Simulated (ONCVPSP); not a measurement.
# What one change does to a pseudopotential (Ti, ONCV)

titanium, optimised norm-conserving Vanderbilt (ONCV), made with ONCVPSP 4.0.1 (PBE, scalar-relativistic). Core [Ne], reference 3s2 3p6 3d3 4s1. Waves: 3s+4s: rc 1.90 bohr, ncon 5, nbas 9, qcut 6 1/bohr, 2 projectors; 3p: rc 1.70 bohr, ncon 5, nbas 8, qcut 8.9 1/bohr, 3 projectors, debl 1.6 Ha; 3d: rc 2.00 bohr, ncon 4, nbas 9, qcut 6.3 1/bohr, 2 projectors, debl 3.4 Ha. Local part: polynomial inside 1.35 bohr (lpopt 4, dvloc0 2 Ha). Core correction: Teter function, fcfact 4.25, rcfact 1.7.

All-electron outer shells of the reference configuration (PBE, scalar-relativistic, ld1.x):

```
shell  level (eV)  outermost node (bohr)  outermost maximum (bohr)
   2p     -440.56                      –                      0.22
   3s      -59.32                   0.40                      0.87
   3p      -35.70                   0.37                      0.90
   4s       -3.73                   1.26                      3.07
   3d       -1.92                      –                      1.02
```

Change: d: debl 0.95.

Cutoffs: the cutoffs (Ha) at which the residual kinetic energy of the hardest occupied pseudo-wave falls to 1 and 0.1 mHa per electron; they do not see the model core or the augmentation charge, which bear on the density cutoff. Errors are all-electron minus pseudo energies relative to the spin-unpolarised reference configuration.

**Question.** How do hardness, ghosts and transferability respond?

**Answer.** The potential gets neither clearly harder nor softer (20 Ha and 37 Ha → 20 Ha and 37 Ha); the errors of the 3 common tests hardly move; the range in which the d phases agree widens (upper end 1.4 → at the end of the scan); neither file shows a bound ghost.

| quantity | base | changed |
| --- | --- | --- |
| cutoff, loose | 20 Ha | 20 Ha |
| cutoff, tight | 37 Ha | 37 Ha |
| bound ghosts | none | none |
| GHOST(+) flags under 300 eV | none | none |
| tests with a reliable result | 3 of 4 | 3 of 4 |
| error for 3s2 3p6 3d2 4s2, meV [ΔE -1.11 eV] | +39 | +40 |
| error for 3s2 3p6 3d2 4s1, meV [ΔE 6.24 eV] | +26 | +28 |
| error for 3s2 3p6 3d2.5 4s1.5, meV [ΔE -0.75 eV] | +7.1 | +7.4 |
| s: phases at 1.93 bohr within 0.05 rad from the reference energy up to (Ha; the scan ends near 5) | to the end of the scan | to the end of the scan |
| p: phases at 1.73 bohr within 0.05 rad from the reference energy up to (Ha; the scan ends near 5) | to the end of the scan | to the end of the scan |
| d: phases at 2.03 bohr within 0.05 rad from the reference energy up to (Ha; the scan ends near 5) | 1.4 | to the end of the scan |
| rms error of d²Exc/dni dnj with the model core, mHa | 2.92 | 2.92 |

Base: The cutoffs count occupied waves only; projector 2 of the d channel, the hardest unoccupied one, needs 67 Ha at the loose tolerance.
